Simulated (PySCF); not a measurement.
PySCF input (M06-2X/6-31G* with LANL2DZ past Ar (5d)):

```python
from pyscf import gto, dft

mol = gto.M(
    atom='''
    C    -3.99220300    0.49652700   -0.11591100
    C    -2.64163000    0.87135900    0.48752800
    C    -1.48055900    0.09533800   -0.13529600
    C    -0.13740600    0.47263800    0.46953400
    Se    1.32054200   -0.55715000   -0.37007100
    C     2.78649100    0.22334500    0.67330400
    H    -4.80457800    1.06224900    0.34352100
    H    -4.01152400    0.69703900   -1.18969000
    H    -4.20388200   -0.56593200    0.02533900
    H    -2.65826300    0.68995700    1.56686900
    H    -2.46719900    1.94442700    0.36001900
    H    -1.65158800   -0.97773900   -0.00588500
    H    -1.46031800    0.27808600   -1.21403900
    H    -0.11742000    0.26268400    1.53946400
    H     0.07582000    1.53144100    0.31886800
    H     2.64575400    0.01595000    1.73200500
    H     3.70588800   -0.24642600    0.33055300
    H     2.84073200    1.29611800    0.50043300
    ''',
    basis={'default': '6-31g*', 'Se': 'lanl2dz'},
    ecp={'Se': 'lanl2dz'},
    charge=0,
    spin=0,
    verbose=4,
)

mf = dft.RKS(mol, xc='m062x')
mf.grids.level = 4
mf.conv_tol = 1e-9
mf.max_cycle = 100
mf.max_memory = 1500
mf.kernel()
if not mf.converged:
    mf = mf.newton()
    mf.kernel(mf.make_rdm1())
mf.dip_moment()
```

From the output:

```
diis_start_cycle = 1
diis_space = 8
diis_damp = 0
SCF conv_tol = 1e-09
SCF conv_tol_grad = None
SCF max_cycles = 100
direct_scf = True
direct_scf_tol = 1e-13
XC library pyscf.dft.libxc version 7.1.2
    S. Lehtola, C. Steigemann, M. J. T. Oliveira, and M. A. L. Marques,  SoftwareX 7, 1–5 (2018)
XC functionals = m062x
    Y. Zhao and D. G. Truhlar,  Theor. Chem. Acc. 120, 215 (2008)
    Y. Zhao and D. G. Truhlar,  Theor. Chem. Acc. 120, 215 (2008)
radial grids:
    Treutler-Ahlrichs [JCP 102, 346 (1995); DOI:10.1063/1.469408] (M4) radial grids

becke partition: Becke, JCP 88, 2547 (1988); DOI:10.1063/1.454033
pruning grids: <function nwchem_prune>
grids dens level: 4
symmetrized grids: False
atomic radii adjust function: <function treutler_atomic_radii_adjust>
small_rho_cutoff = 0
Set gradient conv threshold to 3.16228e-05
Initial guess from minao.
tot grids = 361728
init E= -192.162494137852
  HOMO = -0.0240858340792993  LUMO = 0.0716836860709655  gap/eV = 2.60602
cycle= 1 E= -206.567404104254  delta_E= -14.4  |g|= 0.836  |ddm|= 4.79
  HOMO = -0.332543004662252  LUMO = -0.0280830824382168  gap/eV = 8.28478
cycle= 2 E= -206.680585729542  delta_E= -0.113  |g|= 0.652  |ddm|= 2.06
  HOMO = -0.266621842228565  LUMO = 0.0409024845143247  gap/eV = 8.36816
cycle= 3 E= -206.819727824533  delta_E= -0.139  |g|= 0.101  |ddm|= 0.854
  HOMO = -0.246143868807778  LUMO = 0.0649123977944406  gap/eV = 8.46427
cycle= 4 E= -206.822280403703  delta_E= -0.00255  |g|= 0.0295  |ddm|= 0.133
  HOMO = -0.252728757511179  LUMO = 0.059809266575817  gap/eV = 8.50459
cycle= 5 E= -206.82251940101  delta_E= -0.000239  |g|= 0.00636  |ddm|= 0.0364
  HOMO = -0.253121111246919  LUMO = 0.0597430627774003  gap/eV = 8.51347
cycle= 6 E= -206.8225293351  delta_E= -9.93e-06  |g|= 0.00208  |ddm|= 0.00765
  HOMO = -0.253061529437931  LUMO = 0.0597885456318394  gap/eV = 8.51308
cycle= 7 E= -206.822530476361  delta_E= -1.14e-06  |g|= 0.000443  |ddm|= 0.00239
  HOMO = -0.253042470844939  LUMO = 0.0597928391853237  gap/eV = 8.51268
cycle= 8 E= -206.822530526854  delta_E= -5.05e-08  |g|= 0.000138  |ddm|= 0.00056
  HOMO = -0.253042310571439  LUMO = 0.0597925530787116  gap/eV = 8.51267
cycle= 9 E= -206.82253053207  delta_E= -5.22e-09  |g|= 1.97e-05  |ddm|= 0.000166
  HOMO = -0.253040195382999  LUMO = 0.0597944668449504  gap/eV = 8.51266
cycle= 10 E= -206.822530532185  delta_E= -1.15e-10  |g|= 5.49e-06  |ddm|= 3.51e-05
  HOMO = -0.253040324064948  LUMO = 0.0597946337953346  gap/eV = 8.51267
Extra cycle  E= -206.822530532187  delta_E= -2.5e-12  |g|= 4.79e-06  |ddm|= 1.02e-05
converged SCF energy = -206.822530532187
Dipole moment(X, Y, Z, Debye): -0.31450,  1.15552,  1.15133
```

The geometry given is a B3LYP-D3(BJ)/def2-TZVP minimum.
